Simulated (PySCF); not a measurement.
A species of formula C4H6Si has this rotational fingerprint, computed with PySCF, PBE0-D3(BJ)/def2-SVP geometry optimisation, gas phase:

```
Rotational constants : A = 10887, B = 2320, C = 2267 MHz
Dipole components    : |μa| = 0.23 D, |μb| = 0.21 D, |μc| = 0.00 D
Inertial defect      : -41.28 u·Å²
κ                    : -0.99
```

Problem. Which candidate fits, each taken in the one conformer that was computed?
A. `C1=C[SiH2]C=C1`
B. `C#C[SiH]1CC1`

Solution. B. It is C#C[SiH]1CC1, a near-prolate asymmetric top, point group Cs. The candidates at the same level (rigid rotor, commonest isotopes):

| SMILES | A (MHz) | B (MHz) | C (MHz) | μa (D) | μb (D) | μc (D) | Δ (u·Å²) | point group | rotor |
| --- | --- | --- | --- | --- | --- | --- | --- | --- | --- |
| C1=C[SiH2]C=C1 | 6690 | 4923 | 2933 | 0.58 | 0.00 | 0.00 | -5.91 | C2v | asymmetric top |
| C#C[SiH]1CC1 | 10887 | 2320 | 2267 | 0.23 | 0.21 | 0.00 | -41.28 | Cs | near-prolate asymmetric top |

`C1=C[SiH2]C=C1` has B 112 % too high. In the right answer the mirror of this Cs structure is the ab plane, so μc vanishes by symmetry. No structure here is proved a minimum.
